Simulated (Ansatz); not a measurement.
An input meant for the cluster Ga4O8H4 (charge 0, singlet; atoms displaced at random, 0.08 Å in each coordinate).

```yaml
crystal:
  periodic: [false, false, false]
  atoms:
    - {symbol: Ga, position_ang: [-0.278331, 0.213358, 0.038730]}
    - {symbol: Ga, position_ang: [-0.873984, -2.597977, -1.522793]}
    - {symbol: Ga, position_ang: [2.184792, -1.998430, -0.244817]}
    - {symbol: Ga, position_ang: [-1.114937, 2.682393, 0.874830]}
    - {symbol: O, position_ang: [3.665513, -2.705625, -0.102640]}
    - {symbol: O, position_ang: [-1.128302, 0.809398, 1.546847]}
    - {symbol: O, position_ang: [-0.241840, 2.108671, -0.536168]}
    - {symbol: O, position_ang: [-2.333924, 4.145731, 1.255450]}
    - {symbol: O, position_ang: [1.465683, -0.351793, 0.277344]}
    - {symbol: O, position_ang: [-0.777841, 4.214907, 1.801528]}
    - {symbol: O, position_ang: [0.770991, -2.989172, -1.192316]}
    - {symbol: O, position_ang: [-1.468568, -1.002769, -0.791678]}
    - {symbol: H, position_ang: [-2.010100, 0.420426, 1.930358]}
    - {symbol: H, position_ang: [3.947357, -2.090444, 0.379169]}
    - {symbol: H, position_ang: [-1.888158, -3.469667, -2.389436]}
    - {symbol: H, position_ang: [0.708227, 2.387597, -0.864673]}
basis:
  gaussian: {orbitals: x2c-TZVPPall}
total_charge: 3
magnetization: {spin_polarized: true, initial_magnetization: 1}
hamiltonian: {xc: {name: r2SCAN}}
scf: {lower_state_search: off}
output: {forces: true}
```

```sh
$ ansatz run in.yaml --threads 4 --pin off --events-out ev --progress --plain --max-ram 6963MiB
```

Output, abridged:

```
Functional definition: r2SCAN
2892 factors; their error is unknown
mean field evaluation 1: about -227899.7919 eV, gradient 1.6e2 eV
mean field evaluation 2: about -227070.6691 eV, gradient 3.7e2 eV
mean field evaluation 4: about -227618.8871 eV, gradient 2.0e2 eV
mean field evaluation 8: about -227995.9916 eV, gradient 2.0e0 eV
mean field evaluation 16: about -227996.6533 eV, gradient 6.2e-4 eV
mean field -227996.65331082 eV, -8378.7224674905 hartree, gradient 6.4e-6 eV, S^2 1.741633; 0 other end points of the search recorded, 0 dependent functions left out
reference -227996.65333235 eV, -8378.7224682815 hartree; 95, 94 occupied and 401, 402 virtual orbitals, 2892 factors
Total energy: -227996.65333235 eV, -8378.7224682815 hartree
Relativity: scalar
Atom 0 at    -0.278331     0.213358     0.038730 Å, force     0.791489    -1.278685    -1.117768 eV/Å
Atom 1 at    -0.873984    -2.597977    -1.522793 Å, force    -3.034931    -0.414387    -1.330315 eV/Å
Atom 2 at     2.184792    -1.998430    -0.244817 Å, force    -4.783962     1.497825    -1.100861 eV/Å
Atom 3 at    -1.114937     2.682393     0.874830 Å, force    -1.112744     0.302260     1.777587 eV/Å
Atom 4 at     3.665513    -2.705625    -0.102640 Å, force    -1.872146    -8.763894    -6.067761 eV/Å
Atom 5 at    -1.128302     0.809398     1.546847 Å, force    -2.624944     0.969782     0.705206 eV/Å
Atom 6 at    -0.241840     2.108671    -0.536168 Å, force     3.165072    -1.205717    -1.768480 eV/Å
Atom 7 at    -2.333924     4.145731     1.255450 Å, force     4.633750    -0.188884     1.407675 eV/Å
Atom 8 at     1.465683    -0.351793     0.277344 Å, force    -0.770227    -1.730616    -1.082940 eV/Å
Atom 9 at    -0.777841     4.214907     1.801528 Å, force    -4.367463     0.548878    -0.964737 eV/Å
Atom 10 at     0.770991    -2.989172    -1.192316 Å, force     2.440678     1.333219     1.637716 eV/Å
Atom 11 at    -1.468568    -1.002769    -0.791678 Å, force     1.254142     0.099499     0.478760 eV/Å
Atom 12 at    -2.010100     0.420426     1.930358 Å, force     2.091910     0.796209    -0.767799 eV/Å
Atom 13 at     3.947357    -2.090444     0.379169 Å, force     6.294148     7.745018     7.171611 eV/Å
Atom 14 at    -1.888158    -3.469667    -2.389436 Å, force     0.393331     0.426181     0.280534 eV/Å
Atom 15 at     0.708227     2.387597    -0.864673 Å, force    -2.498104    -0.136688     0.741571 eV/Å
Dipole moment:    -0.344326     0.241053    -0.019274 e Å
Checks for a lower state left out: stability, starts, cluster_reference, orbital_swaps, neighbouring_geometries, increment
```

In this input the charge is far from what the species holds (3 typed, 0 meant). The run converged. The result belongs to that input, not to the species as meant.

DK, ANO-RCC and x2c sets are all-electron and run with scalar relativity unless a key says otherwise. The charge 3 doublet is spin-contaminated (final ⟨S²⟩ up to 1.74, 0.75 for a pure state).
